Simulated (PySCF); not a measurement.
# One molecule, several mistakes: AlBFH3N

These are calculations, not measurements. They come from PySCF 2.14.0, an open-source quantum chemistry program, on an isolated molecule that a program drew, which may never have been made. The molecule is AlBFH3N (charge 0, doublet), drawn as the SMILES string `[BH][Al]([NH2])[F]`.

Each row is a Hartree-Fock (HF) and frozen-core CCSD(T) single point in the cc-pV(D+d)Z basis, meant for a local HF minimum. Run 1 is clean. Each other run has one planted mistake out of seven kinds, and not every kind appears here: one electron removed, one electron added, multiplicity raised by two, geometry at a saddle point, minimal basis STO-3G, one bond length entered in bohr, all coordinates scaled. The reference is restricted for singlets and unrestricted otherwise, and also for a bond in bohr. Adding or removing an electron swaps singlet and doublet. Electrons count all cores. HOMO and LUMO are orbital energies over both spins, the gradient is its largest component, and the lowest frequency (negative if imaginary) is given only where the gradient is small. Bond lengths are over the 6 bonds as drawn. T1 is the CCSD diagnostic: over 0.02 (restricted) or 0.045 (unrestricted) a single reference is doubtful.

Geometry of the clean run:
```xyz
7
AlBFH3N, angstrom
B     1.3677   -1.1900    3.7164
Al    1.2468    0.7460    3.0129
N     1.1381    1.2071    1.3228
F     1.1741    1.9684    4.1326
H     1.7590   -2.2451    4.0998
H     1.1677    0.5824    0.5396
H     1.0327    2.1504    0.9984
```

| run | electrons | basis functions | <S^2> | HOMO (eV) | LUMO (eV) | gradient (hartree/bohr) | lowest frequency (cm^-1) | mean bond (Å) | longest bond (Å) | T1 | HF (hartree) | CCSD(T) (hartree) | mistake |
|---|---|---|---|---|---|---|---|---|---|---|---|---|---|
| 1 | 37 | 80 | 0.760 | -8.41 | 0.91 | 4.3e-05 | 173 | 1.4454 | 2.063 | 0.0138 | -422.28677 | -422.80386 | no fault |
| 2 | 36 | 80 | 0.000 | -15.64 | -6.66 | 7.3e-02 | - | 1.4454 | 2.063 | 0.0215 | -422.01150 | -422.52134 | one electron removed |
| 3 | 37 | 80 | 0.762 | -8.45 | 0.82 | 4.7e-02 | - | 1.5335 | 2.189 | 0.0158 | -422.26431 | -422.78999 | all coordinates scaled |
| 4 | 37 | 80 | 1.754 | -8.78 | 0.57 | 3.2e-02 | - | 1.5941 | 2.063 | 0.0279 | -422.12771 | -422.61330 | ? |

**Which mistake was planted in run 4, and what did it cost?**

The mean bond changes by a factor of 1.103 and the longest by 1.000, so the molecule wasn't scaled as a whole. A length L in bohr read as angstrom grows by (1/0.5292 - 1) L = 0.890 L. The 6 bonds together grew by 6 x 0.1487 = 0.892 Å, which gives L = 1.003 Å. That is the length of one of the H-N bonds, 1.003 Å in the clean geometry. So the mistake is: one bond length entered in bohr. Subtracting run 1 and multiplying by 627.51 kcal/mol a hartree, the energy moved by 99.8 kcal/mol in HF and 119.6 kcal/mol in CCSD(T).

Cautions from the logs. Run 2: T1 is over the limit, so its CCSD(T) energy is less reliable.
